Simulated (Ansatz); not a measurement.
```xyz
10

C    -0.656    1.160   -0.476
Si   -0.254   -0.575    0.039
N     1.142   -0.587    1.019
Br   -0.049   -1.784   -1.852
H     0.171    1.594   -1.043
H    -0.840    1.782    0.403
H    -1.542    1.175   -1.113
H    -1.336   -1.245    0.796
H     1.965   -0.086    0.722
H     1.398   -1.433    1.505
```

The species carries charge 0 and has multiplicity 1.

List the r2SCAN/def2-TZVPP orbital energies in eV (the Gaussian-basis code of Ansatz). (Estimate.)

Ansatz gave: Occupied: -13121.36, -1791.83, -1694.59, -1525.34, -1525.30, -1525.29, -385.11, -272.84, -234.25, -174.45, -174.28, -174.28, -142.15, -97.07, -97.00, -96.97, -68.29, -68.25, -68.24, -68.12, -68.12, -22.57, -19.66, -18.36, -13.35, -12.82, -10.83, -10.65, -9.88, -8.91, -8.68, -7.38, -7.03, -6.65. Lowest empty: 0.42, 0.54, 1.10, 1.83, 2.11, 2.63, 2.85, 2.98.
